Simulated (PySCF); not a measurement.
Removing an electron from (ClInPH)3 ring

Species: (ClInPH)3 ring, Cl3H3In3P3.
Cartesian coordinates in Å at the PBE0-D3(BJ)/def2-SVP level; atoms count from 1:
```xyz
12
Cl3H3In3P3 angstrom
In    -1.0450   -1.6807    0.2271
Cl    -2.1282   -2.7499    2.0162
P      1.4455   -2.0540    0.0765
In     1.7316    0.2885    0.9612
Cl     2.1183    0.5297    3.2700
P      1.3108    2.4785   -0.2316
In    -0.4126    1.1654   -1.4859
Cl     0.6318    0.1796   -3.3802
P     -2.5245   -0.1179   -1.1041
H      1.4255   -1.5225   -1.2592
H      0.4379    2.8589    0.8410
H     -2.8756    0.5418    0.1201
```

Level: wB97X-D/def2-SVPD (PySCF). Frontier orbitals with their largest atomic shares (Löwdin; up to four atoms above 4 %):

```tsv
orbital	ε (eV)	main atoms
HOMO−3	-10.67	Cl8 42 %, Cl2 12 %, P3 12 %, Cl5 10 %
HOMO−2	-9.65	P6 19 %, P9 18 %, P3 16 %, Cl2 8 %
HOMO−1	-9.35	P6 30 %, P9 29 %, In7 11 %, P3 7 %
HOMO	-9.33	?
LUMO	-1.94	In4 23 %, In7 22 %, In1 21 %, P3 8 %
LUMO+1	-1.19	In1 16 %, In4 15 %, In7 15 %, P9 14 %
LUMO+2	-0.76	In7 17 %, P6 16 %, P3 16 %, P9 16 %
```

Task: What vertical ionisation energy does ΔSCF give, and how far is −ε(HOMO) from it?

Result: ΔSCF: 9.24 eV (892 kJ/mol; threshold wavelength 134 nm); ⟨S²⟩ of the doublet left behind is 0.774, against 0.75 for a pure doublet. −ε(HOMO) is 9.33 eV, 0.09 eV above it. In exact Kohn–Sham theory the two would be equal; wB97X-D (range-separated hybrid) comes within 0.09 eV of that here. Holes in the HOMO−1 and HOMO−2 were tried too where these lie within 1.2 eV of the HOMO; the lowest converged state counts.

Task: On which atoms does the HOMO lie?

Result: P3 (phosphorus bonded to 2 In and H) 38 %, P9 (phosphorus bonded to 2 In and H) 16 %, P6 (phosphorus bonded to 2 In and H) 13 %, In1 (indium bonded to Cl and 2 P) 9 %, so no atom holds as much as 40 %. The HOMO−1 lies 0.02 eV lower.

Task: And the vertical electron affinity, the fundamental gap, Mulliken's electronegativity and the hardness (with the factor ½)?

Result: EA = 1.96 eV by ΔSCF (−ε(LUMO) = 1.94 eV). IE − EA = 7.28 eV against an orbital gap of 7.39 eV; (IE + EA)/2 = 5.60 eV; (IE − EA)/2 = 3.64 eV. Parr's electrophilicity index (IE + EA)²/[8(IE − EA)] is 2.15 eV.

Task: How many of the 10 lowest singlet excitations (vertical TDDFT, same level) lie below the ionisation energy?

Result: All 10; they run from 3.50 to 5.06 eV.

Task: With α = 239.7 au, estimate the like-pair dispersion coefficient by London's formula C6 = (3/4)α²I.

Result: I = 0.3396 Eh, so C6 ≈ 14600 au, a rough estimate.

Task: The lowest singlet excitation (vertical TDDFT, same level) lies at 3.50 eV. How far is it below IE − EA?

Result: IE − EA = 7.28 eV, so by 3.78 eV.

Task: Shift the occupied levels rigidly so that −ε(HOMO) equals the ΔSCF value. What binding energies result?

Result: The shift is -0.09 eV: HOMO 9.24, HOMO−1 9.26, HOMO−2 9.56, HOMO−3 10.58 eV. A rigid shift is only a rough guide to the deeper ionisations.

Geometry: PBE0-D3(BJ)/def2-SVP, one conformer, isolated molecule. Atoms past krypton carry effective core potentials; spin–orbit coupling is left out.

The run behind these numbers computed excited states and ΔSCF ions as well. Time: 22 min of wall time (grids of density and orbitals included); peak memory 1.7 GiB. Hardware: one thread of an Arm Neoverse N1, shared host with 64 logical CPUs at a one-minute load of 58.

The pairwise dispersion term of wB97X-D wasn't added to the energies; at a given geometry it leaves orbitals and properties as they are.
